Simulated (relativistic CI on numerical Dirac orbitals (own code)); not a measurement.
**Mo³⁷⁺: computed level list**

Calculated at this level of theory: Dirac-Coulomb-Breit CI, orbitals from a KLI potential per configuration, model QED, unscaled Slater integrals (own radial code, finite nucleus).

Configurations in the expansion (outside the closed core 1s2): 2s2.2p, 2s.2p2, 2p3, 2p2.3s, 2p2.3p, 2p2.3d, 2s2.3s, 2s2.3p, 2s2.3d, 2s.2p.3s, 2s.2p.3p, 2s.2p.3d, 2s2.4s, 2s2.4p, 2s2.4d, 2s2.4f. Levels of other configurations are missing.

The lowest level is 2s2.2p 2P°_1/2, with 99 % of that term; Hund's rules for 2s2.2p give 2P° with J = 1/2, in agreement.

```
No.  Configuration  Term    J  E (10³ cm⁻¹)    %  Next component (%)  jj configuration (%)
  1         2s2.2p   2P°  1/2           0.0   99           1 2p3 2P°            2p1/2 (99)
  2         2s.2p2    4P  1/2         894.4   72               21 2S       2s 2p1/2^2 (91)
  3         2s2.2p   2P°  3/2         963.7   98           2 2p3 2P°            2p3/2 (98)
  4         2s.2p2    4P  3/2        1602.0   95                3 2D   2s 2p1/2 2p3/2 (98)
  5         2s.2p2    4P  5/2        1791.7   57               43 2D   2s 2p1/2 2p3/2 (94)
  6         2s.2p2    2D  3/2        2109.6   75               24 2P   2s 2p1/2 2p3/2 (97)
  7         2s.2p2    2P  1/2        2153.9   73               18 4P   2s 2p1/2 2p3/2 (90)
  8         2s.2p2    2D  5/2        2724.2   57               43 4P       2s 2p3/2^2 (94)
  9            2p3   2P°  3/2        3121.6   39              37 4S°            2p3/2 (96)
 10         2s.2p2    2S  1/2        3168.8   71               19 2P       2s 2p3/2^2 (96)
 11         2s.2p2    2P  3/2        3180.2   74               22 2D       2s 2p3/2^2 (96)
 12            2p3   4S°  3/2        3913.1   49              49 2D°    2p1/2 2p3/2^2 (98)
 13            2p3   2D°  5/2        4041.1  100                       2p1/2 2p3/2^2 (100)
 14            2p3   2P°  1/2        4279.4   99        1 2s2.2p 2P°    2p1/2 2p3/2^2 (99)
 15            2p3   2P°  3/2        5094.1   58              28 2D°          2p3/2^3 (98)
 16         2s2.3s    2S  1/2       23865.6   96         2 2p2.3s 2S               3s (96)
 17         2s2.3p   2P°  1/2       24195.0   94        2 2p2.3p 2P°            3p1/2 (94)
 18         2s2.3p   2P°  3/2       24459.6   84      7 2s.2p.3s 4P°            3p3/2 (84)
 19       2s.2p.3s   4P°  1/2       24508.1   89               9 2P°      2s 2p1/2 3s (98)
 20       2s.2p.3s   4P°  3/2       24636.7   66              21 2P°      2s 2p1/2 3s (82)
 21       2s.2p.3s   2P°  1/2       24731.3   93               5 4P°      2s 2p1/2 3s (95)
 22         2s2.3d    2D  3/2       24750.6   94         2 2p2.3d 2D            3d3/2 (94)
 23       2s.2p.3p    4D  1/2       24788.4   74               21 2P   2s 2p1/2 3p1/2 (99)
 24         2s2.3d    2D  5/2       24836.1   96         2 2p2.3d 2D            3d5/2 (96)
 25       2s.2p.3p    4D  3/2       24899.7   51               23 2P   2s 2p1/2 3p1/2 (91)
 26       2s.2p.3p    4P  1/2       25050.8   58               24 2S   2s 2p1/2 3p1/2 (95)
 27       2s.2p.3p    4P  3/2       25127.0   29               24 4D   2s 2p1/2 3p3/2 (99)
 28       2s.2p.3p    2P  1/2       25219.5   46               18 2S   2s 2p1/2 3p3/2 (89)
 29       2s.2p.3p    4D  5/2       25235.5   60               22 2D   2s 2p1/2 3p3/2 (93)
 30       2s.2p.3p    2D  3/2       25266.1   51               19 4S   2s 2p1/2 3p3/2 (95)
 31       2s.2p.3d   4F°  3/2       25324.6   77              13 2D°   2s 2p1/2 3d3/2 (98)
 32       2s.2p.3d   4F°  5/2       25416.9   66              18 4D°   2s 2p1/2 3d3/2 (56)
 33       2s.2p.3s   4P°  5/2       25440.0   62     17 2s.2p.3d 4P°      2s 2p3/2 3s (62)
 34       2s.2p.3s   4P°  5/2       25507.3   35     24 2s.2p.3d 4P°   2s 2p1/2 3d5/2 (49)
 35       2s.2p.3d   4D°  3/2       25517.1   43              26 4P°   2s 2p1/2 3d3/2 (76)
 36       2s.2p.3d   4D°  1/2       25517.7   66              24 2P°   2s 2p1/2 3d3/2 (92)
 37       2s.2p.3d   4F°  7/2       25560.8   50              27 4D°   2s 2p1/2 3d5/2 (94)
 38       2s.2p.3s   2P°  3/2       25582.3   81              17 4P°      2s 2p3/2 3s (98)
 39       2s.2p.3d   2D°  3/2       25642.8   50              40 2P°   2s 2p1/2 3d5/2 (73)
 40       2s.2p.3d   2F°  5/2       25653.1   63              16 2D°   2s 2p1/2 3d5/2 (87)
 41         2p2.3s    4P  1/2       25748.5   54               20 2S       2p1/2^2 3s (91)
 42       2s.2p.3p    4P  3/2       25829.0   50               20 4S   2s 2p3/2 3p1/2 (99)
 43       2s.2p.3p    2D  5/2       25852.1   40               30 4P   2s 2p3/2 3p1/2 (97)
 44       2s.2p.3s   2P°  1/2       25910.8   88               5 4P°      2s 2p3/2 3s (90)
 45       2s.2p.3s   2P°  3/2       25933.2   87              10 4P°      2s 2p3/2 3s (94)
```

Energies count from the lowest computed level; ° marks odd parity. Filled j subshells are mostly left out of the jj labels.

The mean weight of the leading LS term, summed over parents, in these 45 levels is 69 %, and that of the leading jj configuration (from the same eigenvectors) 91 %, so jj coupling describes them better and the LS labels are nominal.

At this charge energies of transitions that change n are usually good to better than 1 %, and those within a shell (Δn = 0) to a few per cent.

LS names give the leading component of a level, which can be under half, so a name can repeat, a term be missing and a line seem to break the LS rules.
